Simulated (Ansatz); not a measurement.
Ansatz (a program for electronic structure) input:

Ansatz 0.2 input:
```yaml
crystal:
  periodic: [false, false, false]
  atoms:
    - {symbol: O, position_ang: [-0.00000000, -0.00000000, -0.11564266]}
    - {symbol: H, position_ang: [0.00000000, 0.00000000, 0.92514126]}
basis:
  gaussian:
    orbitals: aug-cc-pVDZ
total_charge: 1
magnetization: {spin_polarized: true, initial_magnetization: 2}
correlation: {method: ccsd_t, electrons: outside_noble_gas}
output: {forces: true}
```

**Question.** What final total energy does it print?

**Answer.** -75.11792 Eh (CCSD(T)/aug-cc-pVDZ). The basis has 32 functions.
